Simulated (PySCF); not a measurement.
C3H7NS2Si.
Structure used (GFN2-xTB), in Å, numbered top down from 1:
```
atom  x, y, z in Å
C1     3.1898    0.2917    0.1821
N2     1.9408    0.3246    0.1531
Si3    0.7200   -0.6439   -0.5481
S4    -0.6053   -1.1445    1.0584
C5    -2.0893   -0.4579    0.2468
C6    -1.7841    0.8630   -0.4173
S7    -0.5147    0.6669   -1.7130
H8     3.7222    1.0754    0.7119
H9     3.7994   -0.4803   -0.2893
H10    0.9872   -1.8240   -1.3571
H11   -2.8359   -0.3328    1.0311
H12   -2.4466   -1.1895   -0.4785
H13   -1.4148    1.5899    0.3060
H14   -2.6693    1.2610   -0.9133
```

Vertical excitations from PySCF (density fitting, frozen core in the response, grid level 2 and gas phase unless stated; continuum runs use non-equilibrium linear response for the excitations) on a GFN2-xTB geometry. Reference run:

```json
{"settings": "CAM-B3LYP/def2-SVPD, full TDDFT, 8 singlets", "S1, eV (f)": "3.95 (0.000)", "S2, eV (f)": "5.20 (0.010)", "S3, eV (f)": "5.30 (0.006)", "S4, eV (f)": "5.40 (0.030)", "S5, eV (f)": "5.47 (0.004)", "S6, eV (f)": "6.32 (0.048)", "T1, eV (Tamm–Dancoff)": "3.38", "mean α (au)": "107.1"}
```

Problem. What do these settings give: (1) BLYP/def2-SVPD, full TDDFT, 12 singlets; (2) HSE06/MINI, full TDDFT, 12 singlets?

Solution. 
```json
{"settings": "BLYP/def2-SVPD, full TDDFT, 12 singlets", "S1, eV (f)": "3.37 (0.014)", "S2, eV (f)": "3.48 (0.018)", "S3, eV (f)": "3.75 (0.003)", "S4, eV (f)": "4.52 (0.002)", "S5, eV (f)": "4.67 (0.004)", "S6, eV (f)": "4.83 (0.012)", "T1, eV (Tamm–Dancoff)": "3.16", "mean α (au)": "115.2"}
{"settings": "HSE06/MINI, full TDDFT, 12 singlets", "S1, eV (f)": "3.61 (0.002)", "S2, eV (f)": "4.34 (0.009)", "S3, eV (f)": "4.44 (0.007)", "S4, eV (f)": "5.81 (0.001)", "S5, eV (f)": "5.97 (0.030)", "S6, eV (f)": "6.08 (0.043)", "T1, eV (Tamm–Dancoff)": "2.85", "mean α (au)": "68.3"}
```

(1) S1 moves by -0.58 eV (BLYP has no exact exchange, CAM-B3LYP range-separated exact exchange). (2) S1 moves by -0.34 eV; functional and basis change together, so the shift can't be laid on one. States are counted by energy in each run and needn't keep their character from row to row.

Problem. Give the leading configurations of S1 (H = HOMO, L = LUMO) and the HOMO–LUMO gap of each run.

Solution. 
```
                                   settings        S1 configurations (weight)  S1 (eV)  orbital gap (eV)  S1 − gap (eV)
CAM-B3LYP/def2-SVPD, full TDDFT, 8 singlets                        H−2→L 0.93     3.95              7.97          -4.02
    BLYP/def2-SVPD, full TDDFT, 12 singlets              H→L 0.85, H−1→L 0.14     3.37              3.27          +0.10
        HSE06/MINI, full TDDFT, 12 singlets  H−2→L 0.71, H−1→L 0.16, H→L 0.11     3.61              4.68          -1.07
```

One conformer stands for the species.
